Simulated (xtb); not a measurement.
In(I)(Me)2 (C2H6IIn), SMILES [In]([I])([CH3])[CH3]. All values are semi-empirical tight-binding results from xtb (GFN2-xTB unless named), good for trends rather than for accurate numbers. Coordinates come from a GFN2-xTB optimisation. The structure was generated by enumeration; whether it is a known compound was not checked.

A frequency run showed that this geometry is not a minimum.

For metal compounds this method's bond lengths and energies can be far off.

Computed properties:
```
Quantity       Value
-----------  -------
orbital gap  3.31 eV
```
